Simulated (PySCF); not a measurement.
Input for PySCF: D3(BJ) and D4 dispersion corrections on H2 (SMILES [H][H]).

```python
from pyscf import gto
from pyscf.dispersion import dftd3, dftd4

mol = gto.M(
    atom='''
    H     0.01501223    0.41293252   -0.44022360
    H    -0.07755115   -0.19628376   -0.01959170
    ''',
    basis='def2-svp',
    charge=0, spin=0, verbose=0, max_memory=1800)
d3, d4 = {}, {}
for xc in ['hf', 'pbe', 'blyp', 'revpbe', 'tpss', 'r2scan', 'b3lyp', 'pbe0', 'bhlyp', 'camb3lyp', 'b2plyp']:
    d3[xc] = float(dftd3.DFTD3Dispersion(mol, xc=xc, version='d3bj', atm=False).get_dispersion()['energy'])
    print(f'D3(BJ) {xc:10s} {d3[xc]:14.8f} Eh')
for xc in ['hf', 'pbe', 'blyp', 'revpbe', 'tpss', 'r2scan', 'b3lyp', 'pbe0', 'bhlyp', 'camb3lyp', 'b2plyp']:
    d4[xc] = float(dftd4.DFTD4Dispersion(mol, xc={'camb3lyp': 'cam-b3lyp'}.get(xc, xc), atm=True).get_dispersion()['energy'])
    print(f'D4     {xc:10s} {d4[xc]:14.8f} Eh')
```

The log:

```
D3(BJ) hf            -0.00117497 Eh
D3(BJ) pbe           -0.00009183 Eh
D3(BJ) blyp          -0.00017735 Eh
D3(BJ) revpbe        -0.00027758 Eh
D3(BJ) tpss          -0.00010521 Eh
D3(BJ) r2scan        -0.00002156 Eh
D3(BJ) b3lyp         -0.00014097 Eh
D3(BJ) pbe0          -0.00006901 Eh
D3(BJ) bhlyp         -0.00009791 Eh
D3(BJ) camb3lyp      -0.00005087 Eh
D3(BJ) b2plyp        -0.00005589 Eh
D4     hf            -0.00039034 Eh
D4     pbe           -0.00007420 Eh
D4     blyp          -0.00017999 Eh
D4     revpbe        -0.00039492 Eh
D4     tpss          -0.00010108 Eh
D4     r2scan        -0.00001843 Eh
D4     b3lyp         -0.00011580 Eh
D4     pbe0          -0.00005904 Eh
D4     bhlyp         -0.00006407 Eh
D4     camb3lyp      -0.00005562 Eh
D4     b2plyp        -0.00005064 Eh
```

The run finished.

Cost: roughly 0.010 core-seconds.
